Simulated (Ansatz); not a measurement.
The cluster Ag₆Sb⁺, relaxed as a singlet with RKS r2SCAN-D4/def2-SVP in Ansatz, starting from the GFN1-xTB geometry. Force threshold 0.02 eV/Å.

In the def2 sets Ag, Sb take a core potential; there is no spin–orbit coupling. The structure comes from a short search, and lower isomers may exist.

Start:

```
atom    x (Å)    y (Å)    z (Å)
 Sb1   0.7837  -1.5194  -1.5007
 Ag2  -1.0031   1.9186   0.7437
 Ag3  -1.5260  -0.1364  -1.2243
 Ag4   0.2730  -0.5945   1.1385
 Ag5  -1.1431  -2.6717  -0.0386
 Ag6   1.1024   1.1229  -0.9060
 Ag7   1.5129   1.8806   1.7875
```

Task: Estimate the energy that the relaxation releases and the steps that it takes.

Result: 22.2 kJ/mol, in 11 steps; 56 s on 4 threads of Intel Xeon 6975P-C on a shared host. No frequencies were taken in this run, so the end may be a saddle point.

Task: Does the start keep its bonding?

Result: Bonds formed: Ag2–Ag5 (atoms count from 1). Metal–metal contacts that move far: Ag3–Ag4 3.00 to 4.03 Å. The end is the same structure that another start reached, the lowest one found.

Task: Predict the relaxed structure.

Result: 
```csv
atom,x (Å),y (Å),z (Å)
Sb1,0.5964,-1.6350,-1.4507
Ag2,-1.0794,0.9885,0.8905
Ag3,-1.4508,0.0887,-1.8452
Ag4,1.1080,-0.7340,1.1544
Ag5,-1.4162,-1.8416,0.3446
Ag6,1.0737,1.0709,-0.8931
Ag7,1.1684,2.0624,1.7995
```
Bond lengths (bridged metal pairs left out): 7 × Ag–Ag 2.65 to 2.90 Å; 4 × Ag–Sb 2.70 to 2.80 Å.
